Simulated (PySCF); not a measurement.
Compound: SnCl(NCO)3, C3ClN3O3Sn.
Bonds: Sn1–Cl2, Sn1–N3, Sn1–N6, Sn1–N9, N3–C4, C4–O5, N6–C7, C7–O8, N9–C10, C10–O11.

Computed by this run: PySCF 2.14.0, PBE0-D3(BJ)/def2-SVP geometry optimisation, gas phase, def2 core potentials past Kr; density fitting, grid level 1; the optimiser is geomeTRIC in internal coordinates, started from a GFN2-xTB structure with every atom displaced at random (about 0.03 Å).

Step 0: E = -32043.2908 eV
```
atom  x, y, z in Å  |  force x, y, z in eV/Å
Sn1     0.0405   -0.0876    0.5994   -2.162   2.816  -0.622
Cl2    -0.0852    0.0127    2.8247   -0.069   0.079   1.636
N3      1.7182   -0.3649   -0.1449   10.683   1.033  -2.605
C4      3.0052   -0.0479   -0.3877  -24.053  -4.619   6.025
O5      3.9951    0.1225   -0.6846   16.275   2.856  -4.607
N6     -0.6267    1.6898   -0.2338    3.827  -5.696   1.493
C7     -1.3359    2.5885   -0.3695   -2.510   3.619  -0.746
O8     -1.9755    3.5324   -0.5844   -0.964   1.077  -0.093
N9     -1.1837   -1.3874   -0.1124   -1.265  -2.600  -0.744
C10    -1.5181   -2.5441   -0.3242    0.261   2.028   0.394
O11    -1.9358   -3.5997   -0.5517   -0.024  -0.594  -0.131
```

Step 1: E = -32045.2243 eV
```
atom  x, y, z in Å  |  force x, y, z in eV/Å
Sn1     0.0316   -0.0345    0.5361    0.013  -0.502  -0.337
Cl2    -0.0856    0.0938    2.8572    0.112  -0.075  -0.274
N3      1.8539   -0.3796   -0.2269   -1.912  -0.291   0.632
C4      3.0002   -0.0747   -0.3909   -4.008  -0.836   0.696
O5      4.0764    0.1406   -0.6158    5.266   1.138  -0.951
N6     -0.6072    1.6644   -0.2364    0.333  -0.244   0.005
C7     -1.3465    2.6002   -0.3568   -0.700   0.991  -0.157
O8     -2.0302    3.5378   -0.5193    0.393  -0.573   0.112
N9     -1.2545   -1.4184   -0.1575    0.474   0.436   0.233
C10    -1.5804   -2.5670   -0.3309    0.076   0.194   0.092
O11    -1.9597   -3.6481   -0.5279   -0.048  -0.236  -0.052
```

Q: Estimate the geometry and energy of step 2. (The exact step hangs on the optimiser's Hessian estimate; all steps are aligned on step 1, rigid shifts and turns removed.)

A: E = -32045.3804 eV, largest force 1.958 eV/Å
```
atom  x, y, z in Å  |  force x, y, z in eV/Å
Sn1    -0.0001   -0.0287    0.4956   -0.073   0.075  -0.024
Cl2    -0.0605    0.0642    2.8104    0.070  -0.026  -0.082
N3      1.7988   -0.4065   -0.2433    0.249   0.014   0.038
C4      2.9638   -0.1060   -0.3887   -1.900  -0.369   0.298
O5      4.0745    0.1247   -0.5694    1.565   0.320  -0.235
N6     -0.6180    1.6936   -0.2565   -0.019   0.155  -0.058
C7     -1.3496    2.6469   -0.3563   -0.076   0.062   0.040
O8     -2.0249    3.5888   -0.4915    0.156  -0.202   0.012
N9     -1.2514   -1.4151   -0.1623    0.032   0.078   0.013
C10    -1.5463   -2.5743   -0.3141   -0.031  -0.168  -0.017
O11    -1.8881   -3.6733   -0.4930    0.027   0.059   0.016
```

The energy changes by -0.1561 eV. The first-order estimate −F·Δx gives -0.2510 eV and the mean of the old and new forces, exact on a quadratic surface, -0.1549 eV. The step makes an angle of 79° with the force vector and moves no atom by more than 0.084 Å.

The cost below is that of the whole optimisation. The run took 4.5 min wall on one thread of an AMD EPYC 9R14 (shared host), and the process peaked at 0.85 GiB of memory.
